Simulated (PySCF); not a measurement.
## Pt: interval between two levels

Pt [Xe] 4f14 5d9 6s1 [3D3, M_J = 3] → Pt [Xe] 4f14 5d10, as a difference of total energies. Computed with PySCF 2.14 in x2c-SVPall-2c with one added diffuse shell each of s, d type (8s9p10d2f, 99 functions), with the two-component X2C-1e Hamiltonian. Correlated levels: [Kr] 4d10 4f14 frozen; the 22 highest virtual spinors dropped. "Screened" scales the spin-orbit matrix elements by Boettger's factors to mimic the two-electron term; Breit and QED terms are absent.

```csv
method,interval between two levels (cm⁻¹),error (cm⁻¹)
GHF (spin-free),7714.7,+1575
GMP2 (spin-free),1466.5,-4674
GHF (screened spin-orbit),11885,+5745
GMP2 (screened spin-orbit),5723.4,-417
```

Reference: 6140.2 cm⁻¹ (measured; NIST Handbook of Basic Atomic Spectroscopic Data (Sansonetti and Martin, J. Phys. Chem. Ref. Data 34, 1559 (2005))).

The spin-free rows relax to the high-spin LS determinant and lack the spin-orbit shift.

Errors of the correlated levels include the incompleteness of this basis and the frozen core.

The labels give the starting determinants; with spin-orbit coupling the two ends relaxed to ⟨J²⟩ = 12.03, ⟨L²⟩ = 6.16, ⟨S²⟩ = 2.14 and ⟨J²⟩ = 0.00, ⟨L²⟩ = 0.15, ⟨S²⟩ = 0.15.
